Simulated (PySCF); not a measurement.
Dipole response of Pb⁺ (lead, charge +1)

[Xe] 4f14 5d10 6s2 6p1, 2P determinant. Computed with PySCF 2.14 in ANO-RCC-VTZP, with scalar relativity by spin-free X2C-1e. Coupled (time-dependent) response in atomic units; α is the mean over directions. The basis has no added diffuse functions, which lowers α and C₆.

```tsv
method	mean α (bohr³)	α xx, yy, zz	C₆ (like pair)	S(−4)
UHF	25.10	23.33, 28.66, 23.33	229.7	149.4
PBE	23.93	21.38, 29.03, 21.38	215.4	142.0
```

S(−4) is the Cauchy moment in α(ω) = α(0) + S(−4) ω² + …

Spin-orbit coupling is absent.

α(iu) at PBE:

```
u (hartree)  α(iu) (bohr³)
          0          23.93
     0.0500          23.58
      0.100          22.61
      0.200          19.58
      0.300          16.30
      0.500          11.27
      0.750          7.725
       1.00          5.757
       1.50          3.692
       2.00          2.615
       3.00          1.518
       5.00         0.6966
```

A single London oscillator, α(iu) = α/(1 + u²/ω²), gives C₆ = (3/4) ω α². Matching the computed C₆ needs ω = 4 × 215.4 / (3 × 23.93²) = 0.502 hartree.

For an ion, C₆ is the dispersion term alone; charge-induced terms of lower order in 1/R come first.

The components differ because the open shell of this determinant is not spherical; for a pure term their mean is the scalar polarisability.

Spin-orbit coupling, absent here, splits the open shell strongly.
